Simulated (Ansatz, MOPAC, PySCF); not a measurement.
Complex: HI (SMILES I) (first 2 atoms) with H4OSi (SMILES O[SiH3]); geometry from B3LYP-D3(BJ)/def2-TZVP, rigid monomers moved along the line of their centres of mass till H2···O3 is 2.82 Å.
(charge 0, multiplicity 1):
```xyz
8

I     -0.423    -1.170    -0.633
H     -0.576    -0.960     0.973
O     -0.600    -0.283     3.706
Si     0.252     0.974     4.382
H     -1.198    -0.795     4.257
H     -0.664     1.992     4.948
H      1.040     1.544     3.274
H      1.145     0.489     5.461
```

Interaction energies are E(AB) − E(A) − E(B) at the monomers' geometry in the complex; basis-set methods are counterpoise corrected.

Frozen-core correlation. Filled d and f shells under p-block atoms count as core. The state reached by AM1 isn't checked.

Run with Ansatz (a first-principles code); MOPAC for AM1 (differences of heats of formation); PySCF for the dispersion terms.  In def2 rows elements past Kr take small-core potentials, without spin–orbit coupling.

| level | interaction energy (kcal/mol) |
|---|---|
| AM1 | -1.41 |
| HF/def2-TZVPPD | -1.31 |
| PBE-D4/def2-TZVPPD | -2.10 |
| B3LYP/def2-TZVPPD | -1.22 |
| B3LYP-D4/def2-TZVPPD | -1.93 |
| wB97X-V/def2-TZVPPD | -1.95 |
| MP2/def2-TZVPPD | -1.94 |
| SCS-MP2/def2-SVPD | -1.76 |
| CCSD(T)/def2-TZVPPD | … |

**Question.** Complete the blanks.

**Answer.** 
- CCSD(T)/def2-TZVPPD, interaction energy (kcal/mol): -1.84
